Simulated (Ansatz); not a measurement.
Start from `FB(S)O[SiH3]` and change one atom or group to get `COB(S)O[SiH3]`.

Ansatz, PBE0-D4/def2-TZVP geometries, multiplicity 1. Each molecule was computed in one conformer, which needn't be the lowest.

```tsv
property	`FB(S)O[SiH3]`
HOMO–LUMO gap (B3LYP/def2-TZVPP) / eV	7.28
LUMO energy (PBE0/def2-TZVPP) / eV	-0.23
HOMO energy (ωB97M-V/def2-TZVPP) / eV	-10.20
HOMO energy (B3LYP/def2-TZVPP) / eV	-7.74
HOMO energy (PBE0/def2-TZVPP) / eV	-8.00
HOMO–LUMO gap (PBE0/def2-TZVPP) / eV	7.77
```

What does the change do to each property? (An estimate is asked.)

The calculation gave: 
```csv
property,`COB(S)O[SiH3]`,shift
HOMO–LUMO gap (B3LYP/def2-TZVPP) / eV,6.92,-0.36
LUMO energy (PBE0/def2-TZVPP) / eV,-0.03,0.20
HOMO energy (ωB97M-V/def2-TZVPP) / eV,-9.64,0.56
HOMO energy (B3LYP/def2-TZVPP) / eV,-7.17,0.57
HOMO energy (PBE0/def2-TZVPP) / eV,-7.43,0.57
HOMO–LUMO gap (PBE0/def2-TZVPP) / eV,7.40,-0.37
```

With PBE0 the HOMO rises by 0.57 eV and the LUMO rises by 0.20 eV, so the gap narrows by about 0.37 eV. PBE moves the HOMO by 0.56 eV and ωB97M-V by 0.56 eV.

B3LYP here is the variant with VWN-RPA as its local correlation; programs differ in this.
